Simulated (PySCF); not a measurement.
Al(CF3)(F)(OH) (CHAlF₄O), SMILES [Al]([F])([C](F)(F)F)[OH].

The structure is a stationary point at PBE0-D3(BJ)/def2-SVP. One conformer was computed; it need not be the lowest.

Two levels are set side by side: PBE/def2-TZVP (PySCF) and ωB97X/def2-TZVP (PySCF). Same geometry, gas phase. Differences are taken from unrounded values.

```tsv
quantity	ωB97X	PBE	PBE minus ωB97X
orbital gap (eV)	12.89	5.99	-6.90
highest occupied level (eV)	-11.87	-7.78	4.09
lowest empty level (eV)	1.02	-1.79	-2.81
dipole moment (D)	2.70	2.44	-0.26
mean polarisability (bohr³)	37.1	40.9	3.8
```

PBE's occupied levels lie high since its potential decays too fast outside the molecule; exact exchange lowers them and widens the gap. Loosely held outer electrons make PBE densities more polarisable. Differences between two approximate levels are no errors against the true value.

Rough cost on one machine, each run with all the roots and properties that it gave: ωB97X against PBE within a factor of 2.
